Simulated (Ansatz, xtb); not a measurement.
# CH6NOSb: which of two isomers lies lower

Structure I: `C[NH][SbH][OH]`, a singlet. Structure II: `[CH3][Sb]([NH2])[OH]`, a singlet. Both are isolated molecules in the gas phase, relaxed with B3LYP-D3(BJ)/def2-SVP; the shapes shown needn't be the lowest conformers.

I (Å):

```yaml
atoms:
  - { symbol: C, position_ang: [-0.0280, -1.4268, 0.8521] }
  - { symbol: N, position_ang: [0.9514, -1.2191, -0.2040] }
  - { symbol: O, position_ang: [-0.6900, 1.2504, -1.2752] }
  - { symbol: Sb, position_ang: [1.2231, 0.6197, -1.0609] }
  - { symbol: H, position_ang: [0.0754, -2.4401, 1.2784] }
  - { symbol: H, position_ang: [0.1530, -0.7080, 1.6682] }
  - { symbol: H, position_ang: [-1.0802, -1.2942, 0.5333] }
  - { symbol: H, position_ang: [0.9331, -1.9652, -0.8982] }
  - { symbol: H, position_ang: [1.2812, 1.3709, 0.4887] }
  - { symbol: H, position_ang: [-0.9554, 1.1372, -2.1993] }
```

II (Å):

| atom | x (Å) | y (Å) | z (Å) |
| --- | --- | --- | --- |
| C | -0.4309 | -0.8473 | 0.1536 |
| N | 1.3824 | 1.0700 | -1.3579 |
| O | -0.2499 | 2.1915 | 0.8722 |
| Sb | -0.6044 | 1.1196 | -0.7859 |
| H | -1.2614 | -0.9899 | 0.8600 |
| H | -0.4586 | -1.6453 | -0.6047 |
| H | 0.5215 | -0.8875 | 0.7038 |
| H | 1.7734 | 0.1308 | -1.4322 |
| H | 1.5926 | 1.5757 | -2.2179 |
| H | 0.6954 | 2.0946 | 1.0727 |

Quicker runs give these differences E(II) − E(I): GFN2-xTB −0.152 eV; HF/STO-3G −0.480 eV (at GFN2-xTB geometries); r2SCAN-D4/def2-SVP −0.469 eV (at GFN2-xTB geometries).

Question: Estimate E(II) − E(I) at the level CCSD(T)/def2-SVP + ΔMP2/def2-TZVPP.

Answer: Calculated at CCSD(T)/def2-SVP + ΔMP2/def2-TZVPP: E(II) − E(I) = −0.707 eV, so structure II lies lower.

Level by level:

| level | geometry | E(II) − E(I) (eV) | departure from the last row (eV) | job, with rough time for the two |
| --- | --- | --- | --- | --- |
| GFN2-xTB | GFN2-xTB | −0.152 | +0.555 | optimisation, 0.16 s |
| HF/STO-3G | GFN2-xTB | −0.480 | +0.227 | single point, 0.52 s |
| r2SCAN-D4/def2-SVP | GFN2-xTB | −0.469 | +0.237 | single point, 1.9 s |
| B3LYP-D3(BJ)/def2-SVP | B3LYP-D3(BJ)/def2-SVP | −0.470 | +0.237 | optimisation, 43 s |
| HF/def2-SVP | B3LYP-D3(BJ)/def2-SVP | −0.449 | +0.258 | part of the CCSD(T) run |
| MP2/def2-SVP | B3LYP-D3(BJ)/def2-SVP | −0.496 | +0.211 | part of the CCSD(T) run |
| CCSD(T)/def2-SVP | B3LYP-D3(BJ)/def2-SVP | −0.437 | +0.269 | single point |
| CCSD(T)/def2-SVP + ΔMP2/def2-TZVPP | B3LYP-D3(BJ)/def2-SVP | −0.707 |  | single point, 22 s |

As drawn, II has 1 C–Sb, 1 N–H in place of 1 C–N, 1 Sb–H.

The levels shown agree on the order. The largest departure from CCSD(T)/def2-SVP + ΔMP2/def2-TZVPP is that of GFN2-xTB, 0.555 eV. The last row adds to CCSD(T) the change of the MP2 difference between the two basis sets, here −0.269 eV, a large step that makes the value less sure.

With harmonic frequencies from B3LYP-D3(BJ)/def2-SVP (ideal gas, rigid rotor, one conformer each, 298.15 K, 1 atm): on the last row, ΔE + ΔZPE = −0.710, ΔH = −0.688, ΔG = −0.723 eV.

The correlated steps freeze 7 core orbitals; the filled d shell of Sb is correlated, in a basis made for valence electrons. Atoms past krypton carry core potentials in the def2 sets, other sets are all-electron and non-relativistic, and no spin–orbit term is included. Programs: Ansatz 0.2.0, xtb 6.7.1; the last row on 2 threads of Intel(R) Xeon(R) 6975P-C (Granite Rapids) on a shared host.
